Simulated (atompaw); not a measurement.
## u(r) = r·R(r): atom against pseudo-atom (promethium)

Columns: radius, all-electron u(r) and pseudo u(r) of the 6s shell (level -3.96 eV) of promethium in the configuration [Kr] 4d10 4f4 5s2 5p6 5d1 6s2 6p0; PBEsol, scalar-relativistic, PAW (atompaw) scheme, atompaw 4.2.0.5.

```csv
r (bohr),all-electron,pseudo
0.115,-0.0068,-0.0053
0.231,-0.0902,-0.0100
0.346,0.0819,-0.0134
0.462,0.1634,-0.0149
0.577,0.1073,-0.0140
0.692,-0.0111,-0.0101
0.808,-0.1292,-0.0029
0.923,-0.2132,0.0077
1.038,-0.2561,0.0221
1.154,-0.2607,0.0404
1.269,-0.2347,0.0622
1.385,-0.1863,0.0877
1.500,-0.1240,0.1162
1.615,-0.0539,0.1475
1.731,0.0197,0.1814
1.846,0.0919,0.2168
1.962,0.1615,0.2536
2.077,0.2256,0.2905
2.192,0.2839,0.3272
2.308,0.3365,0.3633
2.423,0.3822,0.3975
2.538,0.4218,0.4295
2.654,0.4557,0.4589
2.769,0.4838,0.4848
2.885,0.5071,0.5072
3.000,0.5254,0.5254
```

How many radial nodes do the two functions have?

The all-electron 6s function has n − l − 1 = 5 (the table is too coarse to show those close to the nucleus); the pseudo-wave has 1, since 1 lower shell of the same l stays in the valence.

Is the pseudo-wave norm-conserving?

No, it belongs to a PAW set: the norm inside the radius is not constrained, and the difference is carried by the augmentation charge.
